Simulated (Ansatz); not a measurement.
Frontier orbitals of C₃H₈B₂S, SMILES `C=CBB(C)S`.

Charge 0, multiplicity 1. All single points use the PBE0-D4/def2-TZVP geometry. It is one conformer, not always the lowest. Basis def2-TZVPP, the Gaussian-basis code of Ansatz.

```tsv
functional	HOMO (eV)	LUMO (eV)	gap (eV)
PBE	-6.32	-2.95	3.37
revPBE	-6.28	-2.84	3.44
B97M-V	-6.66	-2.70	3.96
PBE0	-7.62	-2.01	5.61
ωB97M-V	-9.82	-0.01	9.81
```

A quarter of exact exchange (PBE0) shifts PBE's HOMO by −1.29 eV and its LUMO by +0.94 eV; full exchange at long range (ωB97M-V) shifts them by −3.50 and +2.94 eV. The gap opens from 3.37 to 9.81 eV, since occupied levels lose self-interaction and empty ones feel all the electrons.
